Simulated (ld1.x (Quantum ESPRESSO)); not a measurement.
Transferability test, RRKJ potential for As (Z = 33)

ld1.x (Quantum ESPRESSO) 7.5 input, shortened:

```
&input
   title='As', zed=33., rel=1, dft='PBE', iswitch=3,
   config='[Ar] 3d10 4s2 4p3'
 /
 &inputp
   pseudotype=2, tm=.false., rho0=0.02, lloc=-1, rcloc=1.00,
   nlcc=.false.
 /
3
4S  1  0   2.00   0.00  1.35  1.35  0.0
4P  2  1   3.00   0.00  1.70  1.70  0.0
3D  3  2  10.00   0.00  0.90  0.90  0.0
 &test
   configts(1)='3d10 4s2 4p3'
 /
```

Energies are relative to the spin-unpolarised reference configuration 3d10 4s2 4p3; without spin polarisation the order of configurations can differ from experiment.

| valence configuration | charge | ΔE all-electron (eV) | error AE − PS (meV) |
| --- | --- | --- | --- |
| 3d10 4s2 4p2 | +1 | 9.149 | +0.7 |
| 3d10 4s2 4p1 | +2 | 27.067 | +5.0 |
| 3d10 4s2 4p0 | +3 | 54.770 | +8.4 |
| 3d10 4s2 4p3.3 | -0.3 | -1.234 | +0.3 |
| 3d10 4s1 4p0 | +4 | 105.417 | +94 |
| 3d9 4s2 4p3 | +1 | 50.830 | -425 |

Q: What are ΔE and the potential's error for 3d10 4s1 4p4?

A: ΔE = 9.417 eV all-electron; the error (AE − PS) is -0.4 meV.

Levels in the configuration 3d10 4s2 4p3.3:

```json
{"level": "3d", "all-electron (eV)": "-38.162", "pseudo (eV)": "-38.177"}
{"level": "4s", "all-electron (eV)": "-12.166", "pseudo (eV)": "-12.168"}
{"level": "4p", "all-electron (eV)": "-3.061", "pseudo (eV)": "-3.062"}
```

Note: ghost state, extra bound levels that the all-electron valence spectrum of the same l lacks: s at -99.8 eV. A true bound ghost makes a file unfit for plane-wave use.
